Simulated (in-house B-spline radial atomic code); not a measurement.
The numbers below are computed, except where a source is named.
**Correlation energy from the adiabatic connection: −Z/r, Z = 1**

Two electrons in a singlet, external potential −Z/r, Z = 1 (atomic units). Full CI in B-splines (partial waves to l = 8, correlation up to 0.6 % small) with the density held fixed gives W(λ) = <V_ee>_λ − U, and E_c is the integral of W(λ) − W(0) from 0 to 1.

```tsv
λ	W(λ) − W(0) (hartree)
0	0.00000
0.02	-0.00252
0.05	-0.00616
0.12	-0.01401
0.25	-0.02659
0.4	-0.03854
0.6	-0.05133
0.8	-0.06154
1	-0.06987
```

Integrate the table by the trapezoid rule.

The strips give -0.00003, -0.00013, -0.00071, -0.00264, -0.00488, -0.00899, -0.01129, -0.01314, which sum to -0.04180 hartree. The direct value, W(1) − W(0) + T_c with T_c = 0.02789, is -0.04197; the curve is convex, so chords lie above it and the trapezoids fall short in size by 0.41 %.

Now use only three numbers: W(0) = -0.38083, the initial slope W'(0) = -0.128 (extrapolated from the first points) and the strong-coupling limit of the point-charge-plus-continuum model, W∞ = -0.55627. What do second-order theory and the interpolation W(λ) = W∞ + (W(0) − W∞)/√(1 + 2χλ) of Seidl, Perdew and Levy give?

Second order keeps the slope alone: E_c = W'(0)/2 = -0.06400, +52 % in size against -0.04197. Matching the slope fixes χ = W'(0)/(W∞ − W(0)) = -0.128/(-0.17544) = 0.72959. Integrating, with s = √(1 + 2χ) = 1.568180, E_c = −(W(0) − W∞)(s − 1)/(s + 1) = −0.17544 × 0.568180/2.568180 = -0.03881 hartree, -7.5 % in size against the full result. At λ = 1 the formula gives W − W(0) = -0.06357 against -0.06987. Part of the miss can come from the model's W∞.
